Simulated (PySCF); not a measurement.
# Dipole moment and polarisability of `CC(C)S(=O)(=O)O`

Species: C₃H₈O₃S.
Structure used (GFN2-xTB), in Å, numbered top down from 1:
```xyz
15
C3H8O3S angstrom
C      0.4251    1.4606   -0.2463
C      0.3958    0.0791    0.3619
C      1.4396   -0.8663   -0.1923
S     -1.2002   -0.6523   -0.0886
O     -1.3944   -1.9095    0.5728
O     -1.3872   -0.5921   -1.5010
O     -2.2266    0.3916    0.6203
H      1.3916    1.9364   -0.0894
H      0.2362    1.3780   -1.3140
H     -0.3526    2.0815    0.1908
H      0.4024    0.0988    1.4497
H      1.3318   -0.9273   -1.2731
H      1.2934   -1.8607    0.2232
H      2.4449   -0.5234    0.0464
H     -2.8043   -0.0863    1.2176
```

Level: CAM-B3LYP/def2-SVPD (PySCF), static field, nuclei fixed, core orbitals frozen in the response. The polarisability tensor in these axes (au):

```
x   71.35  1.96 -2.01
y    1.96 66.68 -0.74
z   -2.01 -0.74 60.85
```

Q: What are the eigenvalues, a third of the trace, and Δα (Δα² = ½Σ(αi − αj)² over the three pairs)?

A: Principal values 60.45, 65.96 and 72.46 au; mean 66.29 au = 9.82 Å³ = 10.93 × 10⁻⁴⁰ C²·m²/J; Δα = 10.41 au (16 % of the mean).

Q: What is the dipole moment, and where does it point?

A: (2.09, 2.17, 2.38) D, 3.84 D in size, pointing from the negative to the positive side. Measured along this direction, the outermost atoms are O6 at the negative end and H8 at the positive end.

Q: Sum over states: ᾱ = Σ f/ω², ω in Eh. What share falls to these 8 lowest TDDFT singlets (eV, f)? 7.97, 0.0115; 8.28, 0.0537; 8.67, 0.0130; 8.77, 0.0165; 8.85, 0.0060; 9.00, 0.0401; 9.20, 0.0031; 9.32, 0.0229.

A: They add up to 1.65 au, 2.5 % of the 66.29 au; the largest single term is 0.58 au, from the state at 8.28 eV. Terms in order: 0.13, 0.58, 0.13, 0.16, 0.06, 0.37, 0.03, 0.20 au. Higher excitations give the rest. The strengths listed sum to 0.167.

Q: Estimate the molar refractivity from the static electronic polarisability.

A: Lorentz–Lorenz: R = (4π/3)N_A α = 2.5225 cm³/(mol·Å³) × 9.82 Å³ = 24.8 cm³/mol, in the limit of long wavelengths.

Q: Rayleigh depolarisation ratio (linearly polarised light, static tensor)?

A: ρ = 3Δα²/(45ᾱ² + 4Δα²) = 325.3/(197768 + 433.7) = 0.00164.

Geometry: GFN2-xTB, one conformer, isolated molecule.
